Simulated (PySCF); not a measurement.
GeH₂FCl, SMILES [GeH2]([F])[Cl]. Heavy atoms are numbered as in [GeH2:1]([F:2])[Cl:3]. Hydrogens are named by the atom that carries them.

Coordinates come from a B3LYP-D3(BJ)/def2-TZVP optimisation.

Method: r2SCAN/def2-TZVPD (PySCF).

Mulliken values depend strongly on the basis, most of all with diffuse functions as here. ESP charges are fitted to the potential on shells at 1.4 to 2.0 van der Waals radii. Atomic charges (e), one atom of each kind:

```csv
atom,IAO,Mulliken,ESP fit
Ge1 (GeH2),(withheld),0.70,0.32
F2,(withheld),-0.36,-0.24
Cl3,(withheld),-0.38,-0.15
H on Ge1,(withheld),0.02,0.03
```

**Question.** What belongs in the gaps? (The exact figures need the calculation; the answer reports its results.)

**Answer.** 
- Ge1 (GeH2), IAO: 1.00
- F2, IAO: -0.52
- Cl3, IAO: -0.30
- H on Ge1, IAO: -0.09
